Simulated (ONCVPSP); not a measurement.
Potentials for Mg compared

Generated with ld1.x 7.5 (TM, RRKJ, ultrasoft, PAW), atompaw 4.2 or ONCVPSP 4.0.1. The cutoff is in Ry: for ld1.x and atompaw files where the sum of valence levels is converged to 10 mRy in a Bessel basis, for ONCV files where the hardest occupied wave has 1 mHa per electron of residual kinetic energy. The error is the largest all-electron minus pseudo excitation energy over each file’s own four to seven test configurations (ionisations up to +4, promotions, holes and added fractions of an electron), all of which were solved. The labels leave out finer settings (local radius, basis sizes, second energies), which also bear on the numbers. Spin-polarised tests are not counted. The rows are a selection from randomly drawn settings: files with unsolved tests, undetermined cutoffs or missed reference levels are left out.

```tsv
potential	cutoff (Ry)	largest error (meV)	bound ghosts
ONCV, PBE, scalar-relativistic, rc 1.45/0.65/1.30 (spd), local smoothed, core correction yes, reference 2s2 2p6 3s2, qcut 8/18.6/8.4, projectors 2/1/1	284	-163	none
ONCV, PBE, scalar-relativistic, rc 1.20/1.00/0.95 (spd), local smoothed, core correction yes, reference 2s2 2p6 3s1, qcut 12.7/15.5/11.7, projectors 2/2/2	165	-0.6	none
ONCV, PBEsol, scalar-relativistic, rc 0.95/1.30/1.40 (spd), local smoothed, core correction yes, reference 2s2 2p6 3s1 3p1, qcut 12.9/8.5/8.2, projectors 3/2/1	104	-1.3	none
ONCV, PBE, non-relativistic, rc 2.75/1.30/2.45 (spd), local smoothed, core correction yes, reference 2p6 3s1 3p1, qcut 2.2/12/4.6, projectors 1/2/2	102	+13	none
ONCV, PBE, scalar-relativistic, rc 1.10/1.00/1.00 (spd), local smoothed, core correction no, reference 2s2 2p6 3s2, qcut 8.8/17.5/8.6, projectors 2/1/1	166	-25	none
ONCV, LDA (Perdew-Wang 92), scalar-relativistic, rc 1.10/1.00/0.90 (spd), local smoothed, core correction yes, reference 2s2 2p6 3s1.5, qcut 8.4/10.6/12.6, projectors 2/2/2	318	+180	none
```

Task: Fill in the row for Mg: ONCV, PBE, scalar-relativistic, rc 2.30/2.30 (sp), local p, core correction no, reference 3s1.5 3p0.5, qcut 2.8/3.1, projectors 1/0.

Result: cutoff 7 Ry, largest error +49 meV, bound ghosts: none.

Task: Fill in the row for Mg: ONCV, PBE, scalar-relativistic, rc 1.15/0.80/0.95 (spd), local smoothed, core correction yes, reference 2s2 2p6 3s2, qcut 13.2/16.7/10.3, projectors 2/1/2.

Result: cutoff 215 Ry, largest error -161 meV, bound ghosts: none.
